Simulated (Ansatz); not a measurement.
Computed with Ansatz on PBE0-D4/def2-TZVP structures; ΔE is electronic, products minus reactants. CBS: MP2 limit from def2 TZ/QZ plus the TZ coupled-cluster correction, frozen cores. This one scheme is used for every species. DFT in def2-TZVPP.

Reaction (silylene formation by 1,1-elimination): `F[C@H]1O[C@H]1[SiH3]` → `FC1CO1` + `[SiH2]`

CCSD(T)/CBS gives +226.3 kJ/mol.

Q: Another level gave +229.1 kJ/mol. Which?
A. PBE/def2-TZVPP
B. r2SCAN/def2-TZVPP
C. PBE0-D4/def2-TZVPP
D. PBE0/def2-TZVPP

A: D. PBE0 229.1, PBE 222.3, r2SCAN 243.9, PBE0-D4 235.8 kJ/mol.

Largest T1 diagnostic among the species: 0.014.

The D4 term adds +12.5 kJ/mol with B3LYP and +6.8 kJ/mol with PBE0; it sums over pairs of atoms, weighted by their polarisabilities, and B3LYP, whose exchange is more repulsive, gets the larger term. From PBE to PBE0 (25 % exact exchange), in def2-TZVPP and without D4, ΔE moves by +6.7 kJ/mol.

B3LYP here is the variant with VWN-RPA as its local correlation; programs differ in this.
